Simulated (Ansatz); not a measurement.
Task: Name a neutral molecule of B, C, Cl, O, Si and H with size of the dipole moment (ωB97M-V/def2-TZVPP) between 0.80 and 1.10 D and HOMO–LUMO gap (PBE0/def2-TZVPP) between 8.65 and 8.95 eV (Ansatz, PBE0-D4/def2-TZVP geometry).

Result: `OB(Cl)C[SiH3]` (0.83 D, 8.75 eV). Other molecules can fit too; these were computed, each in one conformer that needn't be the lowest.
